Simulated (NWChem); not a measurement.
CH3F3OSi; SMILES O[Si](F)(F)CF

```xyz
9

O     -1.6025    -0.1518    -0.3202
Si    -0.0226    -0.4349    -0.0078
F      0.1139    -1.5592     1.1201
F      0.7383    -1.0092    -1.2938
C      0.7684     1.1854     0.5531
F      0.0128     2.2104    -0.0587
H     -1.7864     0.7933    -0.4413
H      1.8142     1.2962     0.2459
H      0.7138     1.3236     1.6397
```
Atoms are numbered in this order, from 1.

All runs: NWChem. Medium grid unless said otherwise, to which SCAN and Minnesota functionals are sensitive. Coordinates come from a B3LYP/6-31G* (spherical d) optimisation. Hybrids' shares of exact exchange are those that their runs print; pure functionals count as 0. The functionals differ in more than this share.

```
row               share of exact exchange  highest occupied level (eV)
----------------  -----------------------  ---------------------------
PBE/def2-TZVP                        0.00                        -7.86
r2SCAN/def2-TZVP                     0.00                        -8.23
TPSSh/def2-TZVP                      0.10                     withheld
B3LYP/def2-TZVP                      0.20                        -9.30
M06-2X/def2-TZVP                     0.54                       -11.08
```

Question: Fit a straight line of the last column on the one before it, predict the withheld value, and compare with the run.

Answer: 
1. Means of the 4 shown rows: x = 0.185, y = -9.117. Slope Σ(x − x̄)(y − ȳ)/Σ(x − x̄)² = -1.096/0.1947 = -5.630; intercept -8.076.
2. The shown rows scatter about the line by 0.143 (root mean square); the largest residual is +0.22, at PBE/def2-TZVP.
3. At x = 0.10 (TPSSh/def2-TZVP; inside the shown range) the line gives -8.64.
4. The run gives -8.64, 0.00 from the line, 0.0 times the scatter.
